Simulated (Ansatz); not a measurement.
Basis-set extrapolation for CH$_{7}$ClSi$_{2}$, SMILES `C[SiH2][SiH2]Cl` (PBE0-D4/def2-TZVP geometry, frozen core, Ansatz 0.2.0). Multiplicity 1, RHF reference.

|  | def2-TZVPP | def2-QZVPP |
| --- | --- | --- |
| HF | -1079.416380 | -1079.449116 |
| MP2 correlation | -0.618976 | -0.668963 |
| CCSD(T) correlation | -0.712211 | -0.759012 |

Energies in hartree. Use E(X) = E(∞) + A·exp(−7.88·√X) for Hartree–Fock and E(X) = E(∞) + B·X^(−2.97) for correlation, with X = 3 and 4.

Q: What is the CCSD(T) energy at the basis-set limit?

A: HF limit: -1079.449116 + (-0.032736) × 0.13774 = -1079.45363. Correlation limit: -0.759012 + (-0.046801) × 0.74074 = -0.79368. Total: -1080.24731 hartree, 311.7 kJ/mol below CCSD(T)/def2-TZVPP.
